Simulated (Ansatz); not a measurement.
Consider the ligand exchange at the Si–O bond: `F[SiH2][O][GeH3]` + `N=C=O` → `O=C=N[SiH2]F` + `[OH][GeH3]`.

Isolated molecules relaxed with PBE0-D4/def2-TZVP in Ansatz; ΔE leaves out vibrations. CCSD(T)/CBS adds triple-zeta CCSD(T) − MP2 to the extrapolated MP2 energy (def2 sets, frozen cores). This one scheme is used for every species. Functionals use def2-TZVPP. For Ge outer-core shells are correlated without core-valence functions, which leaves a few kJ/mol of doubt a bond. Scalar relativity is left out up to krypton. One conformer a species, not always the lowest.

| species | PBE-QIDH energy (Eh) |
| --- | --- |
| `F[SiH2][O][GeH3]` | -2543.79167 |
| `N=C=O` | -168.53883 |
| `O=C=N[SiH2]F` | -558.32675 |
| `[OH][GeH3]` | -2153.99389 |

Problem. Work out ΔE.

Solution. ΔE = (-558.32675) + (-2153.99389) − (-2543.79167) − (-168.53883) = 0.00986 Eh = +25.9 kJ/mol. CCSD(T)/CBS gives +29.6 kJ/mol.

Largest T1 diagnostic among the species: 0.018.

Leaving LDA and LC-ωPBE aside and taking each functional with its dispersion term where it has one, the values, not all of them listed here, spread over 5.1 kJ/mol, from revPBE-D4 to BHLYP-D4. At CCSD(T), def2-SVP lies −3.1 kJ/mol from the extrapolated value and def2-TZVPP +0.7 kJ/mol.
